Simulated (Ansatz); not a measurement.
Input for Ansatz (a quantum-chemistry and plane-wave program): R-CCSD(T)/aug-cc-pVDZ on CH4N2O (a complex), monomers drawn apart or pushed together.

Ansatz 0.2 input:
```yaml
crystal:
  periodic: [false, false, false]
  atoms:
    - {symbol: N, position_ang: [0.32021269, 0.45340835, -0.17874948]}
    - {symbol: N, position_ang: [-0.02607307, 0.68265078, 0.82942213]}
    - {symbol: C, position_ang: [0.04495275, -0.48648543, 5.23654523]}
    - {symbol: O, position_ang: [-1.20355146, -0.00533816, 4.76434067]}
    - {symbol: H, position_ang: [0.52887154, -1.15724775, 4.51712781]}
    - {symbol: H, position_ang: [-0.15466810, -1.04968698, 6.14732663]}
    - {symbol: H, position_ang: [0.73778027, 0.32736027, 5.47927872]}
    - {symbol: H, position_ang: [-1.05292882, 0.47444518, 3.94399877]}
basis:
  gaussian:
    orbitals: aug-cc-pVDZ
magnetization: {spin_polarized: false}
correlation: {method: ccsd_t, electrons: outside_noble_gas}
scf: {lower_state_search: off}
```

It printed:

```
WARN ansatz: RAYON_NUM_THREADS=1 ignored (pool sized by the plan → 1); use --threads N
Functional definition: HF
these checks for a lower state are left out or cut short: stability, starts, cluster_reference, orbital_swaps, neighbouring_geometries, increment
integrals: 0.26 GiB planned
1253 factors; integrals over basis functions are off by at most 6.8e-4 eV
mean field: 0.30 GiB planned
mean field evaluation 1: about -6093.7636 eV, gradient 3.2e1 eV
mean field evaluation 2: about -6093.7702 eV, gradient 3.2e1 eV
mean field evaluation 4: about -6095.9592 eV, gradient 3.3e0 eV
mean field evaluation 8: about -6095.9880 eV, gradient 1.3e-4 eV
mean field -6095.98795116 eV, -224.0234251962 hartree, gradient 9.7e-7 eV, S^2 0.000000; 0 other end points of the search recorded, 0 dependent functions left out
4 core orbitals not correlated
reference -6095.98795116 eV, -224.0234251962 hartree; 12, 12 occupied and 112, 112 virtual orbitals, 1253 factors
second order -18.39370230 eV of doubles, -0.00000000 eV of singles
coupled cluster: 0.77 GiB planned
cycle   1  -18.43359627 eV  change   -4.0e-2 eV  update   1.0e-1
cycle   2  -18.98411938 eV  change   -5.5e-1 eV  update   3.0e-2
cycle   3  -19.10956003 eV  change   -1.3e-1 eV  update   1.3e-2
cycle   4  -19.10748757 eV  change    2.1e-3 eV  update   3.4e-3
cycle   5  -19.11060243 eV  change   -3.1e-3 eV  update   1.3e-3
cycle   6  -19.11126874 eV  change   -6.7e-4 eV  update   3.5e-4
cycle   7  -19.11119409 eV  change    7.5e-5 eV  update   1.1e-4
cycle   8  -19.11122369 eV  change   -3.0e-5 eV  update   3.4e-5
cycle   9  -19.11123594 eV  change   -1.2e-5 eV  update   1.2e-5
perturbative correction -0.64567498 eV, -0.0237281180 hartree
Total energy: -6115.74486208 eV, -224.7494782808 hartree
Checks for a lower state left out: stability, starts, cluster_reference, orbital_swaps, neighbouring_geometries, increment
```

The calculation finished and met its thresholds.

Cost: about 22 core-seconds (a rough figure).
